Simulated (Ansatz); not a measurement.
Relaxation of C2H7AlOSi (12 atoms, charge 0, multiplicity 1), to a largest force component of 0.015 eV/Å in at most 40 steps.

Method: RKS BLYP/def2-SVP (Ansatz 0.2.0).

```xyz
12
Properties=species:S:1:pos:R:3:forces:R:3
C -1.482 1.337 -0.379 -2.64 3.06 -0.35
C -1.183 0.520 -1.348 1.77 -2.54 -1.17
Al 0.124 -0.893 -1.040 0.12 0.00 -0.02
Si 1.269 -1.080 1.082 -2.22 -0.21 0.13
O 2.068 0.339 1.416 0.16 1.55 0.53
H -1.092 1.344 0.600 0.76 -0.22 1.75
H -2.241 2.153 -0.593 0.50 -0.32 0.48
H -1.593 0.611 -2.337 -0.75 0.39 -0.80
H 0.535 -1.898 -2.153 0.01 -0.40 -0.63
H 2.125 -2.230 1.090 1.05 -0.84 0.24
H 0.159 -1.308 2.137 0.46 -0.09 -0.08
H 1.388 1.050 1.558 0.77 -0.38 -0.08
```

Q: Where does it end, and by what steps?

A: It converged. After 16 steps the energy has fallen by 0.494 eV; H11 moved furthest, 0.52 Å.

```csv
step,energy less start (eV),largest force component (eV/Å),accepted
0,0.0000,3.059,yes
1,-0.3821,1.060,yes
2,-0.4260,0.734,yes
3,-0.4670,0.319,yes
4,-0.4780,0.214,yes
5,-0.4824,0.155,yes
6,-0.4890,0.196,yes
7,-0.4901,0.193,yes
8,-0.4914,0.112,yes
9,-0.4923,0.034,yes
10,-0.4929,0.038,yes
11,-0.4933,0.028,yes
12,-0.4935,0.032,yes
13,-0.4937,0.026,yes
14,-0.4938,0.025,yes
15,-0.4938,0.017,yes
16,-0.4938,0.012,yes
```

```xyz
12
Properties=species:S:1:pos:R:3
C -1.422 1.448 -0.435
C -1.082 0.553 -1.398
Al 0.062 -1.014 -1.052
Si 1.238 -1.128 1.140
O 1.758 0.419 1.641
H -1.058 1.357 0.606
H -2.086 2.313 -0.616
H -1.514 0.738 -2.401
H 0.183 -2.142 -2.182
H 2.490 -1.958 1.084
H 0.371 -1.783 2.196
H 1.136 1.143 1.451
```

Whether the end is a true minimum wasn't checked by a vibrational analysis.

The run took 51 s on 2 threads of Arm Neoverse V1, on a shared host, peak memory 0.15 GiB.
